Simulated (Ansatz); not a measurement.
`CN(C)[Si](Cl)(Cl)N(C)C`. The species carries charge 0 and has multiplicity 1. Geometry: relaxed with PBE0-D4/def2-TZVP. It is one conformer, not always the lowest.

```xyz
21

C    -0.363   -1.531    1.284
N     0.138   -1.379   -0.067
C     0.669   -2.607   -0.610
Si   -0.359   -0.042   -0.983
Cl   -2.326   -0.145   -1.589
Cl    0.752   -0.041   -2.718
N    -0.186    1.374   -0.067
C    -0.979    2.570   -0.229
C     1.063    1.614    0.626
H    -1.167   -2.276    1.338
H     0.442   -1.856    1.954
H    -0.753   -0.583    1.657
H    -0.094   -3.395   -0.656
H     1.060   -2.449   -1.615
H     1.489   -2.973    0.019
H    -1.209    3.004    0.751
H    -1.920    2.347   -0.729
H    -0.448    3.332   -0.816
H     0.871    2.009    1.630
H     1.629    0.687    0.728
H     1.690    2.341    0.092
```

Question: What is the dipole moment at B3LYP/def2-TZVPP? (Estimate.)

Answer: The calculation gave: 2.54 D, with components (0.87, 0.10, 2.39) D in this frame, pointing from negative to positive charge.

Question: And with PBE, r2SCAN, ωB97M-V? (Best estimate.)

Answer: Computed: PBE 2.51 D, r2SCAN 2.58 D, ωB97M-V 2.51 D.

Question: Give the Mulliken charges with B3LYP, PBE, r2SCAN in def2-TZVPP. (Estimate.)

Answer: Ansatz gave: 
| atom | B3LYP | PBE | r2SCAN |
| --- | --- | --- | --- |
| C1 | -0.20 | -0.19 | -0.08 |
| N2 | -0.20 | -0.12 | -0.21 |
| C3 | -0.19 | -0.19 | -0.08 |
| Si4 | 0.56 | 0.42 | 0.58 |
| Cl5 | -0.25 | -0.22 | -0.25 |
| Cl6 | -0.25 | -0.22 | -0.25 |
| N7 | -0.20 | -0.12 | -0.21 |
| C8 | -0.19 | -0.19 | -0.08 |
| C9 | -0.20 | -0.19 | -0.08 |
| H10 | 0.10 | 0.09 | 0.06 |
| H11 | 0.09 | 0.09 | 0.05 |
| H12 | 0.10 | 0.09 | 0.06 |
| H13 | 0.09 | 0.09 | 0.05 |
| H14 | 0.09 | 0.08 | 0.06 |
| H15 | 0.08 | 0.08 | 0.04 |
| H16 | 0.08 | 0.08 | 0.04 |
| H17 | 0.09 | 0.08 | 0.06 |
| H18 | 0.09 | 0.09 | 0.05 |
| H19 | 0.09 | 0.09 | 0.05 |
| H20 | 0.10 | 0.09 | 0.06 |
| H21 | 0.10 | 0.09 | 0.06 |

B3LYP here is the variant with VWN-RPA as its local correlation; programs differ in this.
